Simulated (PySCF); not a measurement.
# EPR parameters of C7H8FS

Species: C7H8FS (doublet state).
Atom-mapped SMILES: `[F:1][CH2:2][C:3]1=[CH:4][CH:5]=[C:6]([SH:7])[CH2:8][CH:9]1` (hydrogens: H10, H11 on C2; H12 on C4; H13 on C5; H14 on S7; H15, H16 on C8; H17 on C9)

Cartesian coordinates in Å at the GFN2-xTB level; atoms count from 1:
```
atom  x, y, z in Å
F1     3.005    1.457    0.324
C2     2.580    0.177    0.049
C3     1.078    0.091    0.070
C4     0.398    0.571    1.213
C5    -0.991    0.516    1.273
C6    -1.723   -0.014    0.248
S7    -3.474   -0.065    0.379
C8    -1.093   -0.559   -0.991
C9     0.396   -0.432   -0.976
H10    3.019   -0.464    0.824
H11    2.988   -0.088   -0.931
H12    0.960    0.997    2.027
H13   -1.504    0.895    2.145
H14   -3.698   -0.619   -0.813
H15   -1.494   -0.042   -1.878
H16   -1.368   -1.620   -1.119
H17    0.912   -0.790   -1.855
```

The hyperfine couplings belong to this conformer and change with its torsions.

Method used: UKS B3LYP, pcH-1 on C F H S, non-relativistic, mean-field spin-orbit, GIAO (PySCF 2.14.0). Isolated species at its GFN2-xTB geometry (one conformer only). A GFN2-xTB geometry isn't a minimum of the functional, and hyperfine couplings can be far from their values at a DFT geometry. Stability of the SCF solution: not tested. ⟨S²⟩ is 0.783 where a pure state has 0.75.

| Property | Result |
| --- | --- |
| g1, g2, g3 | 2.00214, 2.00337, 2.00497 |
| g_iso | 2.00349 |
| Form of g | rhombic: the two nearest values differ by 43 % of g3 − g1 |
| ⟨S²⟩ | 0.7831 (exact 0.7500) |
| HOMO–LUMO gap, α and β orbitals | 4.12, 4.13 eV |
| Total energy | -769.56323 Eh |

Hyperfine couplings atom by atom, in MHz; T1 to T3 are the principal values of the dipolar part:

```json
{"atom": "F1", "isotope": "19F", "a_iso": "-21.0", "of which spin–orbit": "-0.1", "T1": "-15.2", "T2": "3.8", "T3": "11.4", "Mulliken spin population": "0.00"}
{"atom": "C2", "isotope": "13C", "a_iso": "3.6", "of which spin–orbit": "0.0", "T1": "-0.5", "T2": "-0.3", "T3": "0.8", "Mulliken spin population": "0.01"}
{"atom": "C3", "isotope": "13C", "a_iso": "-34.3", "of which spin–orbit": "0.0", "T1": "-21.5", "T2": "9.4", "T3": "12.1", "Mulliken spin population": "-0.19"}
{"atom": "C4", "isotope": "13C", "a_iso": "46.3", "of which spin–orbit": "-0.1", "T1": "-42.6", "T2": "-40.3", "T3": "82.9", "Mulliken spin population": "0.54"}
{"atom": "C5", "isotope": "13C", "a_iso": "-36.7", "of which spin–orbit": "0.0", "T1": "-23.4", "T2": "10.0", "T3": "13.4", "Mulliken spin population": "-0.20"}
{"atom": "C6", "isotope": "13C", "a_iso": "44.8", "of which spin–orbit": "0.2", "T1": "-36.8", "T2": "-34.7", "T3": "71.5", "Mulliken spin population": "0.41"}
{"atom": "S7", "isotope": "33S", "a_iso": "1.5", "of which spin–orbit": "-0.2", "T1": "-9.4", "T2": "-6.5", "T3": "15.9", "Mulliken spin population": "0.07"}
{"atom": "C8", "isotope": "13C", "a_iso": "-32.1", "of which spin–orbit": "0.0", "T1": "-0.7", "T2": "0.3", "T3": "0.4", "Mulliken spin population": "-0.08"}
{"atom": "C9", "isotope": "13C", "a_iso": "32.9", "of which spin–orbit": "0.0", "T1": "-29.7", "T2": "-27.6", "T3": "57.4", "Mulliken spin population": "0.38"}
{"atom": "H10", "isotope": "1H", "a_iso": "-10.1", "of which spin–orbit": "0.0", "T1": "-1.8", "T2": "-0.7", "T3": "2.5", "Mulliken spin population": "0.00"}
{"atom": "H11", "isotope": "1H", "a_iso": "-1.7", "of which spin–orbit": "0.0", "T1": "-1.4", "T2": "-0.9", "T3": "2.3", "Mulliken spin population": "0.00"}
{"atom": "H12", "isotope": "1H", "a_iso": "-35.1", "of which spin–orbit": "0.0", "T1": "-20.8", "T2": "0.0", "T3": "20.8", "Mulliken spin population": "-0.02"}
{"atom": "H13", "isotope": "1H", "a_iso": "9.7", "of which spin–orbit": "0.0", "T1": "-4.0", "T2": "-1.0", "T3": "5.1", "Mulliken spin population": "0.01"}
{"atom": "H14", "isotope": "1H", "a_iso": "-3.0", "of which spin–orbit": "0.0", "T1": "-1.2", "T2": "-1.0", "T3": "2.2", "Mulliken spin population": "0.00"}
{"atom": "H15", "isotope": "1H", "a_iso": "131.1", "of which spin–orbit": "0.0", "T1": "-3.5", "T2": "0.0", "T3": "3.5", "Mulliken spin population": "0.06"}
{"atom": "H16", "isotope": "1H", "a_iso": "138.3", "of which spin–orbit": "0.0", "T1": "-3.5", "T2": "0.0", "T3": "3.5", "Mulliken spin population": "0.06"}
{"atom": "H17", "isotope": "1H", "a_iso": "-24.3", "of which spin–orbit": "0.0", "T1": "-14.1", "T2": "-1.0", "T3": "15.1", "Mulliken spin population": "-0.02"}
```

The Mulliken spin populations are largest on C4 (+0.54), C6 (+0.41), C9 (+0.38) and C5 (-0.20). Three atoms exceed +0.15. The positive populations add up to 1.52 and the negative ones to -0.52, together 2S = 1. The angles at C4 add up to 360.0°, so it is planar.

The SMILES `FCC1=CC=C(S)C[CH]1` draws the unpaired electron on C9, whose computed spin population is only +0.38.

Axes: g2 points within 5° of the C6–S7 bond.

Under fast tumbling the dipolar parts average out, and these isotropic splittings remain (the largest six): 2 × 1H (H15/H16, I = 1/2, 3 lines) with 4.80 mT, 1 × 1H (H12, I = 1/2, 2 lines) with 1.25 mT, 1 × 1H (H17, I = 1/2, 2 lines) with 0.87 mT, 1 × 19F (F1, I = 1/2, 2 lines) with 0.75 mT, 1 × 1H (H13, I = 1/2, 2 lines) with 0.34 mT and 2 × 1H (H10/H11, I = 1/2, 3 lines) with 0.21 mT.

Nuclei that the bonding pattern makes equivalent are averaged, as if the motion that swaps them (rotation, inversion, ring flip) were fast. The 1H value of -5.9 MHz is a mean of couplings from -10.1 to -1.7 MHz in this one geometry, not an average over conformers.

The 13C coupling of C4 (46.3 MHz) shows only in satellite lines or after enrichment, since that isotope makes up about 1.07 % of natural carbon.
